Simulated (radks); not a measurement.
Al I, 13 electrons, occupied as [He] 2s2 2p4 3s2 3p3 (not the ground configuration).

Method: non-relativistic Kohn-Sham, PBEsol, spin-polarised, spherical densities, point nucleus; open shells are filled with parallel spins first; computed with a radial shooting solver on a logarithmic mesh with Libxc functionals.

Energy parts (hartree):
| part | energy |
|---|---|
| total | -235.83392 |
| kinetic | 235.43575 |
| electron-nucleus | -553.63017 |
| Hartree | 99.09470 |
| exchange-correlation | -16.73420 |

Orbitals (lengths in bohr, moments of r in powers of bohr; r(90%) holds 90 % of the orbital's charge):
orbital  occ.  eigenvalue (hartree)  r(90%)
1s up       1             -57.26455   0.216
1s down     1             -57.12809   0.215
2s up       1              -5.26907   0.925
2s down     1              -5.01760   0.936
2p up       3              -3.96414   0.905
2p down     1              -3.67946   0.924
3s up       1              -0.48637    3.09
3s down     1              -0.37448    3.22
3p up       3              -0.23122    3.75
3p down     0              -0.13103    4.22

The highest occupied level is 3p up at -6.292 eV. Virial ratio -V/T = 2.00169.
